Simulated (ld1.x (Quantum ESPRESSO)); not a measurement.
**Plane-wave convergence, TM potential for Pt**

platinum, norm-conserving Troullier–Martins (Kleinman–Bylander form), made with ld1.x (Quantum ESPRESSO) 7.5 (LDA (PZ), fully relativistic). Core [Xe] 4f14, reference 5d7 6s0 6p0 (charge +3). Waves: 6p (bound, empty): rc 2.60 bohr; 5d (bound): rc 1.85 bohr; 5f channel at -0.1 Ry: rc 2.65 bohr; 6s (bound, empty): rc 1.70 bohr. Local part: the s channel. Core correction: a·sin(br)/r model core inside 1.65 bohr.

Open shells are filled in proportion to 2j + 1 (rel_dist='average').

The pseudo-atom Hamiltonian at the reference potential is diagonalised in spherical Bessel functions j_l(qr) that vanish at 20 bohr, with q² up to the cutoff. All-electron valence levels (Ry): 6p1/2 -1.8286, 6p3/2 -1.6736, 5d3/2 -2.9424, 5d5/2 -2.8208, 6s -2.4073.

How do the lowest levels (Ry) of each channel move with the cutoff, and are there ghosts?

| cutoff (Ry) | p1/2 #1 | p1/2 #2 | p3/2 #1 | p3/2 #2 | d3/2 #1 | d5/2 #1 | f5/2 #1 | f5/2 #2 | f7/2 #1 | s #1 | s #2 | Σ f·Δε (mRy) |
| --- | --- | --- | --- | --- | --- | --- | --- | --- | --- | --- | --- | --- |
| 8 | -1.8147 | -0.7924 | -1.6700 | -0.7574 | -1.8381 | -1.8471 | -0.7021 | -0.4173 | -0.7018 | -2.2750 | -0.9319 | 7181.6 |
| 15 | -1.8276 | -0.8019 | -1.6728 | -0.7600 | -2.3458 | -2.3340 | -0.7248 | -0.4292 | -0.7239 | -2.3075 | -0.9452 | 3715.2 |
| 21 | -1.8282 | -0.8023 | -1.6735 | -0.7603 | -2.7405 | -2.6707 | -0.7309 | -0.4324 | -0.7295 | -2.3772 | -0.9904 | 1195.9 |
| 35 | -1.8286 | -0.8035 | -1.6736 | -0.7606 | -2.9327 | -2.8150 | -0.7331 | -0.4335 | -0.7315 | -2.4024 | -1.0455 | 51.8 |
| 45 | -1.8286 | -0.8035 | -1.6736 | -0.7606 | -2.9419 | -2.8205 | -0.7331 | -0.4335 | -0.7315 | -2.4038 | -1.0497 | 2.7 |
| 60 | -1.8286 | -0.8036 | -1.6736 | -0.7606 | -2.9423 | -2.8207 | -0.7331 | -0.4335 | -0.7315 | -2.4045 | -1.0502 | 0.7 |
| 400 | -1.8286 | -0.8036 | -1.6736 | -0.7606 | -2.9424 | -2.8208 | -0.7331 | -0.4335 | -0.7315 | -2.4073 | -1.0514 | 0.0 |

Result: no extra level below or beside the all-electron valence levels (p1/2, p3/2, d3/2, d5/2, f5/2, f7/2, s tested); 10 mRy is reached at 40 Ry and 1 mRy at 50 Ry.

Its largest configuration-test error is -306 meV.
